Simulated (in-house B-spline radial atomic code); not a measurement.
# Removing one electron from Bi LXXX (Bi79+)

Closed shell [He] 2s2. Computed with a B-spline radial code for spherical atoms: Koopmans values of Dirac-Hartree-Fock plus a diagonal self-energy, in second order or with its direct term screened (direct RPA, with the hole-particle interaction, or full time-dependent Hartree-Fock), linearised in energy; no-pair Dirac-Coulomb Hamiltonian, finite nucleus. Shifts add to the Koopmans value (the ΔSCF shift is orbital relaxation alone); the final value takes TDHF screening with Breit and QED.

Command:
```bash
python run_mb.py task.json out
```
Settings (nuclear radius in fm, box in bohr, cutoff in hartree):
```
basis_form          2
Z                   83
core_configuration  [He] 2s2
rms_radius          5.5211
mass_number         209
speed_of_light      137.036
box_radius          1.854
lmax                7
intervals           55
virtual_cutoff      27556.0
```

Cost of the run: 1.2 s on 1 thread of Arm Neoverse N1 (shared host).

Energies in eV:

```tsv
subshell	Koopmans	ΔSCF shift	second order	direct RPA	hole-particle	TDHF	Breit + QED	final
2s1/2	25320.74	-0.396	?	?	?	?	?	?
```

(1) What does the self-energy do to 2s1/2?

## Answers

(1) It shifts the removal energy by 6.035 eV in second order, 4.952 with direct RPA, 5.885 with the hole-particle term and 5.867 with TDHF screening (quasi-particle weight 0.996); Breit and QED add -59.863 eV. The final value is 25266.74 eV, against 25260 ± 140 eV (NIST, tabulated theory).
